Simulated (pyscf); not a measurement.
## Hydrogen shift: H₃C–Si:–CH₃ [singlet] -> H₂C=SiH–CH₃

Gas phase, singlet surface, charge 0. Bonds broken: C1–H4. Bonds formed: Si2–H4. Single points on ωB97X-D3(BJ)/def2-SVP structures (PySCF, gas phase). MP2 and CC: frozen core, UHF for open shells. ΔMP2 is the change of the MP2 total energy from the triple- to the quadruple-zeta basis.

Transition state (Å):

```xyz
9

C     -0.5333    -1.1382    -0.4127
Si    -0.6764     0.6389    -0.4905
C     -0.4791     1.2582     1.3004
H      0.6563     0.0359    -1.0565
H     -0.4630    -1.6817    -1.3651
H     -0.5145    -1.8102     0.4632
H     -1.0985     0.6581     1.9882
H      0.5727     1.1683     1.6202
H     -0.7726     2.3136     1.4073
```

One imaginary mode, 1145i cm⁻¹; descent along it reached the two sides named.

| bond | change | reactant side (Å) | saddle | product side |
|---|---|---|---|---|
| C1–H4 | breaks | 1.109 | 1.791 | 2.8 |
| Si2–H4 | forms | 2.454 | 1.569 | 1.487 |

Electronic energies relative to the reactant's lowest minimum found (eV):

```tsv
level	barrier	reaction energy	reverse barrier
ωB97X-D3(BJ)/def2-TZVP	1.79	-0.07	1.86
PBE/def2-TZVP	1.43	-0.13	1.55
r²SCAN/def2-TZVP	1.47	-0.22	1.68
B3LYP-D3(BJ)/def2-TZVP	1.61	-0.10	1.71
PBE0-D3(BJ)/def2-TZVP	1.63	-0.08	1.71
M06-2X/def2-TZVP	1.80	+0.01	1.79
ωB97M-D3(BJ)/def2-TZVP	1.77	0.00	1.77
HF/def2-TZVP	2.15	+0.02	2.12
MP2/def2-QZVPP	1.76	-0.18	1.94
CCSD/def2-TZVPP	1.80	-0.02	1.83
CCSD(T)/def2-TZVPP	1.66	-0.08	1.74
CCSD(T)/def2-TZVPP + ΔMP2(QZVPP)	1.66	-0.09	1.75
```

With CCSD(T)/def2-TZVPP + ΔMP2(QZVPP) energies and thermal terms (ideal gas, 1 atm, RRHO with modes under 100 cm⁻¹ raised to 100, one conformer, R ln 2 for rigid chiral ones), in eV:

```tsv
T (K)	ΔH‡	ΔG‡	ΔH	ΔG
298	1.54	1.56	-0.14	-0.13
600	1.52	1.59	-0.14	-0.11
900	1.51	1.63	-0.13	-0.10
1200	1.49	1.67	-0.13	-0.08
```

H₃C–Si:–CH₃ [singlet] lies 0.32 eV over its isomer H₂C=CH–SiH₃, and others may lie lower still (electronic energy, ωB97M-D3(BJ)). H₂C=SiH–CH₃ lies 0.32 eV over its isomer H₂C=CH–SiH₃, and others may lie lower still (electronic energy, ωB97M-D3(BJ)). This is the saddle that the search found; another between the same sides may lie lower. The CCSD(T) − MP2 part came from Ansatz, without density fitting, on the same reference.
